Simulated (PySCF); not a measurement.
**From computed data to an observable: dipole moment from atomic charges**

CH₄Cl₂NTa, SMILES [Cl][Ta]([CH3])([Cl])=[NH], multiplicity 1. Atoms are numbered in the order given.

```xyz
9

Ta     0.0774    -0.1301     0.0000
N      1.6227    -0.9529     0.0000
H      2.5429    -1.3776     0.0000
Cl    -0.2124     1.0100     1.9946
Cl    -0.2124     1.0100    -1.9946
C     -1.2882    -1.7675     0.0000
H     -1.1395    -2.4015     0.8902
H     -2.3250    -1.3854     0.0000
H     -1.1395    -2.4015    -0.8902
```

Geometry: PBE0-D3(BJ)/def2-SVP. The multiplicity is an assumed one; other spin states were not compared. The def2 effective core potentials stand for the cores of Ta; spin–orbit coupling is left out.

Charges (e) from PBE/def2-TZVP in PySCF:

| atom | ESP fit | Mulliken |
|---|---|---|
| Ta1 | 0.803 | 1.034 |
| N2 | -0.728 | -0.517 |
| H3 | 0.398 | 0.227 |
| Cl4 | -0.187 | -0.311 |
| Cl5 | -0.187 | -0.311 |
| C6 | -0.554 | -0.597 |
| H7 | 0.159 | 0.162 |
| H8 | 0.139 | 0.152 |
| H9 | 0.159 | 0.162 |

The dipole moment of the full density is 1.38 D.

Question: What dipole moment does each set of point charges give, and which comes closer to that of the density?

Answer: 
μ = Σ q r, and 1 e Å = 4.8032 D.
ESP fit: Σ q r = (0.000, -0.314, 0.000) e Å, |μ| = 1.51 D.
Mulliken: Σ q r = (-0.003, -0.516, 0.000) e Å, |μ| = 2.48 D.
ESP fit comes closer in size. Point charges leave out the atoms' own dipoles (lone pairs, polarised bonds); fits to the potential absorb them, partitions of the density don't.
